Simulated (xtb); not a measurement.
Si(F)2(SiH3)2 (F2H6Si3), SMILES F[Si](F)([SiH3])[SiH3]. All values are semi-empirical tight-binding results from xtb (GFN2-xTB unless named), good for trends rather than for accurate numbers. Geometry optimised at GFN2-xTB.

| Quantity | Result |
|---|---|
| point group as xtb finds it | C2v |
| orbital gap | 3.55 eV |
| dipole moment | 2.22 D |
| zero-point energy | 33.3 kcal/mol |
| G − E(el) at 298.15 K (modified RRHO) | 11.5 kcal/mol |
| static polarisability (D4 model) | 91.7 bohr³ |
| solvation energy, GFN2-xTB/ALPB(water) | -0.5 kcal/mol |
| solvation energy, GFN2-xTB/ALPB(dmf) | -3.3 kcal/mol |
